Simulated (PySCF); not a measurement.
Ground-state electric properties of a mixed set of molecules.

All values: B3LYP/def2-SVPD (PySCF) at PBE0-D3(BJ)/def2-SVP geometries, gas phase, one conformer each. Core orbitals are frozen in the response; Δα² is half the sum of the squared differences of the principal polarisabilities.

Problem. Rank by mean static polarisability, highest first.
A. `CCO[Si@H]1C=CC=C1F`
B. `FC(F)(F)CC1[SiH2]C[SiH2]1`
C. `C1=C[SiH2]C=C1`
D. `C/C(C#N)=C\F`
E. `N#CC/C=C\F`
F. `FC(F)=C(F)[C@@H]([SiH3])C[SiH3]`

Solution. F (16.03 Å³), B (15.08 Å³), A (14.60 Å³), C (10.55 Å³), D (8.11 Å³), E (7.86 Å³).

Problem. Rank by HOMO–LUMO gap, lowest first.
A. `C[SiH2]/C=C(\[SiH3])C(F)(F)F`
B. `C/C(C#N)=C\F`
C. `FC(F)=C(F)[C@@H]([SiH3])C[SiH3]`
D. `C(/C)=C(/C#N)F`
E. `CCO[Si@H]1C=CC=C1F`
F. `[SiH2]1C[SiH2]C1CC(F)(F)F`

Solution. E (4.53 eV), D (5.98 eV), B (6.16 eV), A (6.39 eV), C (6.69 eV), F (7.34 eV).

Problem. Rank by dipole moment, lowest first.
A. `[F:1][C:2]([F:3])=[C:4]([F:5])[C@@H:6]([SiH3:7])[CH2:8][SiH3:9]` with C2–C4–C6–Si7 117°, C4–C6–C8–Si9 178°
B. `C/C(F)=C\C#N`
C. `[CH3:1][CH2:2][O:3][Si@H:4]1[CH:5]=[CH:6][CH:7]=[C:8]1[F:9]` with C1–C2–O3–Si4 -175°, C2–O3–Si4–C5 -175°
D. `[F:1][C:2]([F:3])([F:4])[CH2:5][CH:6]1[SiH2:7][CH2:8][SiH2:9]1` with C2–C5–C6–Si7 176°, C5–C6–Si7–C8 -144°, C6–Si7–C8–Si9 18°, Si7–C8–Si9–C6 -18°, C5–C6–Si9–C8 144°
E. `C/C(C#N)=C\F`
F. `C/C=C(/F)C#N`

Solution. C (0.53 D), A (1.37 D), D (2.38 D), E (2.97 D), B (3.21 D), F (3.96 D).

All values together:

| SMILES | formula | μ (D) | HOMO (eV) | LUMO (eV) | α (Å³) | Δα (Å³) | electrons | α per electron (Å³) | ΔSCF removal energy (eV) |
| --- | --- | --- | --- | --- | --- | --- | --- | --- | --- |
| C1=C[SiH2]C=C1 | C4H6Si | 0.62 | -6.62 | -1.78 | 10.55 | 4.51 | 44 | 0.240 | 8.80 |
| C/C(C#N)=C\F | C4H4FN | 2.97 | -7.77 | -1.61 | 8.11 | 4.52 | 44 | 0.184 | 10.14 |
| CCO[Si@H]1C=CC=C1F | C6H9FOSi | 0.53 | -6.46 | -1.93 | 14.60 | 5.52 | 76 | 0.192 | 8.59 |
| N#CC/C=C\F | C4H4FN | 3.87 | -7.93 | -0.68 | 7.86 | 3.97 | 44 | 0.179 | 10.44 |
| C/C=C(/F)C#N | C4H4FN | 3.96 | -7.80 | -1.81 | 8.20 | 4.88 | 44 | 0.186 | 10.16 |
| FC(F)(F)CC1[SiH2]C[SiH2]1 | C4H9F3Si2 | 2.38 | -7.74 | -0.40 | 15.08 | 3.40 | 88 | 0.171 | 9.68 |
| C[SiH2]/C=C(\[SiH3])C(F)(F)F | C4H9F3Si2 | 2.64 | -8.19 | -1.80 | 15.81 | 5.09 | 88 | 0.180 | 10.11 |
| FC(F)=C(F)[C@@H]([SiH3])C[SiH3] | C4H9F3Si2 | 1.37 | -6.97 | -0.28 | 16.03 | 4.96 | 88 | 0.182 | 9.16 |
| C/C(F)=C\C#N | C4H4FN | 3.21 | -7.74 | -1.65 | 8.21 | 5.22 | 44 | 0.186 | 10.10 |

Conformers: `[CH3:1][CH2:2][O:3][Si@H:4]1[CH:5]=[CH:6][CH:7]=[C:8]1[F:9]` with C1–C2–O3–Si4 -175°, C2–O3–Si4–C5 -175°; `[N:1]#[C:2][CH2:3]/[CH:4]=[CH:5]\[F:6]` with C2–C3–C4–C5 -121°; `[F:1][C:2]([F:3])([F:4])[CH2:5][CH:6]1[SiH2:7][CH2:8][SiH2:9]1` with C2–C5–C6–Si7 176°, C5–C6–Si7–C8 -144°, C6–Si7–C8–Si9 18°, Si7–C8–Si9–C6 -18°, C5–C6–Si9–C8 144°; `[CH3:1][SiH2:2]/[CH:3]=[C:4](\[SiH3:5])[C:6]([F:7])([F:8])[F:9]` with C1–Si2–C3–C4 95°; `[F:1][C:2]([F:3])=[C:4]([F:5])[C@@H:6]([SiH3:7])[CH2:8][SiH3:9]` with C2–C4–C6–Si7 117°, C4–C6–C8–Si9 178°.

Problem. By how much does the ΔSCF value exceed −ε(HOMO) over the species that have both?

Solution. By 1.92 to 2.51 eV, 2.22 eV on average, over 9 species.
